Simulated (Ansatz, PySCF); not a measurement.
This triplet is an excited state, 1.32 eV above the relaxed singlet at the level frozen-core CCSD(T)/cc-pVTZ // B3LYP-D3(BJ)/def2-TZVP (Ansatz, a first-principles code).

B3LYP has the VWN-RPA correlation part, as in Gaussian. 

H4GeOSi, SMILES `[OH][Ge][SiH3]` (excited triplet; H–O–Ge–Si torsion 102°) (charge 0, multiplicity 3)

Computed with B3LYP-D3(BJ)/def2-TZVP (PySCF 2.14.0).

The highest occupied spin orbital is -4.75 eV and the dipole moment is 1.48 D. The total energy comes out as -2444.1974 Ha and the cost is roughly 90 core-seconds.

```xyz
7

O      2.2959     0.3418    -0.3466
Ge     1.0089    -0.9249    -0.5040
Si    -1.1988    -0.0304     0.0248
H      2.8087     0.2620     0.4659
H     -1.2617     0.4424     1.4292
H     -1.5425     1.0858    -0.8873
H     -2.1105    -1.1766    -0.1820
```
Charge 0, spin multiplicity 3.
